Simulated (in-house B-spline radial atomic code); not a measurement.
V⁺: [Ar] 3d4

Computed with a radial B-spline atomic code at the basis-set limit: Dirac-Kohn-Sham RPBE, spherical fractional occupations, Fermi nucleus of rms radius 3.6002 fm.

Screening seen three ways: the hydrogenic charge with the same mean radius, Z_r = [3n² - l(l+1)]/(2<r>), the one with the same energy, Z_e = n√(-2ε), and Slater's rules. Values are occupation-weighted means over j.

```json
{"shell": "1s", "electrons": "2", "ε (eV)": "-5367.6", "<r> (bohr)": "0.06642", "Z_r": "22.58", "Z_e": "19.86", "Slater": "22.70"}
{"shell": "2s", "electrons": "2", "ε (eV)": "-604.91", "<r> (bohr)": "0.3078", "Z_r": "19.49", "Z_e": "13.34", "Slater": "18.85"}
{"shell": "2p", "electrons": "6", "ε (eV)": "-505.28", "<r> (bohr)": "0.2739", "Z_r": "18.26", "Z_e": "12.19", "Slater": "18.85"}
{"shell": "3s", "electrons": "2", "ε (eV)": "-73.214", "<r> (bohr)": "0.9554", "Z_r": "14.13", "Z_e": "6.96", "Slater": "11.75"}
{"shell": "3p", "electrons": "6", "ε (eV)": "-47.156", "<r> (bohr)": "1.029", "Z_r": "12.14", "Z_e": "5.59", "Slater": "11.75"}
{"shell": "3d", "electrons": "4", "ε (eV)": "-8.8877", "<r> (bohr)": "1.555", "Z_r": "6.75", "Z_e": "2.42", "Slater": "3.95"}
```

The least bound orbital is 3d5/2 at -8.864 eV, and it is also the most diffuse (<r> = 1.558 bohr).

Spin-orbit splittings of the orbital energies (j = l + 1/2 above j = l - 1/2 when positive): 2p 7.104 eV, 3p 0.8075 eV, 3d 0.05811 eV.

For the 1s electron the small component carries 0.681 % of the norm, the zero-frequency Breit interaction raises the level by 5.648 eV, self-energy by 2.71 eV, and vacuum polarisation lowers it by 0.2157 eV.

The density falls to 0.001 bohr⁻³ at 3.691 bohr; Σ<r²> = 23.638 bohr² gives, by the non-relativistic formula and without the paramagnetism of open shells, a Langevin diamagnetic susceptibility of -18.72×10⁻⁶ cm³/mol.
